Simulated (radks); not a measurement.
Valence configurations of Mo I (all share [Kr]). All-electron calculation, Dirac Kohn-Sham, LDA (Slater exchange, Perdew-Wang correlation), spin-unpolarised, spherical densities, finite nucleus; open shells fill j = l - 1/2 first; Fermi nuclear charge, rms radius 4.4091 fm. Program: a radial shooting solver on a logarithmic mesh with Libxc functionals. Energies are relative to 4d5 5s1; eigenvalues in eV.

valence          E (eV)  e(4d3/2)  e(4d5/2)  e(5p1/2)  e(5s1/2)
4d5 5s1           0.000    -3.992    -3.788         -    -4.302
4d4 5s2           0.006    -5.856         -         -    -5.053
4d4.5 5s1 5p0.5   1.506    -5.493    -5.274    -1.784    -5.103
4d4 5s1 5p1       3.510    -7.045         -    -2.272    -5.863
4d3 5s1 5p2       9.448   -10.314         -    -3.171    -7.306
4d5 5p1           3.149    -5.190    -4.981    -1.924         -
4d5.5 5s0.5       0.368    -3.224    -3.031         -    -3.976
4d4.5 5s1.5      -0.133    -4.873    -4.657         -    -4.664
4d3.5 5s1 5p1.5   6.182    -8.659         -    -2.731    -6.596
4d5.5 5p0.5       1.842    -3.844    -3.648    -1.457         -

NIST lists [Kr] 4d5 5s1 as the ground configuration; this level of theory puts 4d4.5 5s1.5 lower, by 0.133 eV. The energies are those of spherical spin-averaged densities, not of single terms.
